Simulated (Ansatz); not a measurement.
Compare A (`CS[SiH2]N`) with its isomer B (`NC[SiH2]S`).

Calculated with Ansatz (gas phase, PBE0-D4/def2-TZVP geometries, no zero-point term in ΔE). CBS: MP2 limit from def2 TZ/QZ plus the TZ coupled-cluster correction, frozen cores. Functionals use def2-TZVPP. B3LYP here is the variant with VWN-RPA as its local correlation; programs differ in this. Each species was taken in one conformer, which may not be the lowest.

A:

Z-matrix (Å, degrees):
```
C
S 1 1.815
H 1 1.090 2 110.9
H 1 1.090 2 111.0 3 -122.4
H 1 1.090 2 107.2 3 118.7
Si 2 2.131 1 99.5 3 58.1
N 6 1.711 2 116.3 1 -60.9
H 6 1.484 2 102.6 1 177.3
H 6 1.486 2 110.0 1 58.0
H 7 1.006 6 122.2 2 -56.1
H 7 1.005 6 120.8 2 97.5
```

B:

```xyz
11

N     1.472    0.355   -1.011
C     0.298    0.723   -0.230
Si   -0.752   -0.816    0.022
S    -2.410   -0.462    1.333
H     2.012    1.168   -1.278
H     2.085   -0.253   -0.483
H    -0.309    1.430   -0.805
H     0.506    1.210    0.736
H     0.117   -1.900    0.558
H    -1.371   -1.259   -1.250
H    -1.648   -0.196    2.407
```

Which is lower in electronic energy at CCSD(T)/CBS, and by how much? (Estimate.)

The calculation gave: A, by 22.6 kcal/mol.

Give E(B) − E(A) in kcal/mol with PBE-D4, HF/def2-TZVPP, CCSD(T)/def2-TZVPP, CCSD/def2-TZVPP, B3LYP, MP2/def2-TZVPP, ωB97M-V. (Estimate.)

Ansatz gave: PBE-D4 21.2, HF/def2-TZVPP 22.7, CCSD(T)/def2-TZVPP 21.7, CCSD/def2-TZVPP 21.5, B3LYP 22.1, MP2/def2-TZVPP 23.3, ωB97M-V 22.2. None reverses the order clearly.

Largest T1 diagnostic: 0.010.
